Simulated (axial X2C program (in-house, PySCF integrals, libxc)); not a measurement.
# Ionising RhSi

Calculated with an axial X2C code built on PySCF integrals, spin-free (one-electron X2C) or two-component (2c: spin–orbit coupling with atomic mean-field Coulomb and Gaunt terms, which also bring small scalar terms), in Dyall basis sets with cores contracted in-house; open shells are unrestricted.

Basis sets: Rh dyall-cv3z, Si dyall-v3z.

```json
{"Hamiltonian": "spin-free", "level": "PBE0", "RhSi state": "M_S = 1/2, Λ = 0", "Re (Å)": "2.030", "ωe (cm⁻¹)": "554.1", "De (eV)": "3.83"}
{"Hamiltonian": "2c", "level": "PBE0", "RhSi state": "Ω = 1/2", "Re (Å)": "2.031", "ωe (cm⁻¹)": "552.2", "De (eV)": "n/a"}
```

Adiabatic ionisation energy (minimum to minimum, no zero-point term) and constants of RhSi⁺:

```tsv
Hamiltonian	level	RhSi⁺ state	IE (eV)	Re (Å)	ωe (cm⁻¹)	De (eV)	fragments
spin-free	PBE0	M_S = 0, Λ = 0	7.01	2.014	557.6	4.36	Rh+ + Si
2c	PBE0	Ω = 0	7.01	2.015	555.6	n/a	Rh+ + Si
```

Problem. Add the zero-point terms to the ionisation energy at PBE0, 2c, and say whether the electron removed was bonding.

Solution. IE0 = IE + (ωe⁺ − ωe)/2 = 7.01 + (0.000) = 7.01 eV. Re changes by -0.016 Å, so the electron was nearly non-bonding.

Each entry is the lowest single determinant of a limited PBE0 search at one distance. De goes to single-determinant-based atoms at the same level (for ions the charge split of lowest energy) and is withheld (n/a) where an atom does not fit its ground term or J level. Main or longest-lived isotopes. One determinant is a doubtful description, or other states lie close, for RhSi; these need not be ground states, and all values refer to the states named. The functionals have no current term, which raises determinants with orbital currents.
